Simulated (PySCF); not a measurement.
Isomers of C5H12GeSi, mass 173.992 u with the commonest isotopes. The calculation used PBE0-D3(BJ)/def2-SVP geometry optimisation, gas phase (PySCF). One conformer each, none proved a minimum here; rigid rotors.

Question: Order these by rotational constant A, smallest first.
A. `[CH3:1][CH2:2][Si@H:3]([CH3:4])[C:5]#[C:6][GeH3:7]` with C1–C2–Si3–C4 178°
B. `[CH3:1][CH:2]([CH3:3])[SiH2:4][C:5]#[C:6][GeH3:7]` with C1–C2–Si4–C5 63°
C. `[CH3:1][CH:2]([CH3:3])[GeH2:4][C:5]#[C:6][SiH3:7]` with C1–C2–Ge4–C5 62°
D. `[SiH3:1][CH2:2][GeH:3]1[CH2:4][CH:5]=[CH:6][CH2:7]1` with Si1–C2–Ge3–C4 170°

Answer: C (2213 MHz), A (2428 MHz), B (2903 MHz), D (3325 MHz).

Question: Order these by radius of gyration √(Σ m r²/M), smallest first.
A. `[CH3:1][CH:2]([CH3:3])[GeH2:4][C:5]#[C:6][SiH3:7]` with C1–C2–Ge4–C5 62°
B. `[SiH3:1][CH2:2][GeH:3]1[CH2:4][CH:5]=[CH:6][CH2:7]1` with Si1–C2–Ge3–C4 170°
C. `[CH3:1][CH:2]([CH3:3])[SiH2:4][C:5]#[C:6][GeH3:7]` with C1–C2–Si4–C5 63°

Answer: B (1.969 Å), A (2.359 Å), C (2.695 Å).

Question: Order these by dipole moment, largest first.
A. `[CH3:1][CH2:2][Si@H:3]([CH3:4])[C:5]#[C:6][GeH3:7]` with C1–C2–Si3–C4 178°
B. `[SiH3:1][CH2:2][GeH:3]1[CH2:4][CH:5]=[CH:6][CH2:7]1` with Si1–C2–Ge3–C4 170°
C. `[CH3:1][CH:2]([CH3:3])[GeH2:4][C:5]#[C:6][SiH3:7]` with C1–C2–Ge4–C5 62°

Answer: C (1.30 D), B (0.89 D), A (0.76 D).

| SMILES | point group | Ia (u·Å²) | Ib (u·Å²) | Ic (u·Å²) | κ | μa (D) | μb (D) | μc (D) |
| --- | --- | --- | --- | --- | --- | --- | --- | --- |
| C[CH](C)[GeH2][C]#C[SiH3] | – | 228.41 | 800.57 | 906.83 | -0.91 | 1.12 | 0.65 | 0.01 |
| [SiH3][CH2][GeH]1[CH2]C=C[CH2]1 | C1 | 151.98 | 567.64 | 628.85 | -0.93 | 0.55 | 0.46 | 0.53 |
| CC(C)[SiH2]C#[C][GeH3] | – | 174.08 | 1151.02 | 1202.87 | -0.98 | 0.18 | 0.80 | 0.00 |
| CC[Si@H](C)C#[C][GeH3] | C1 | 208.15 | 1096.62 | 1259.57 | -0.94 | 0.38 | 0.05 | 0.66 |
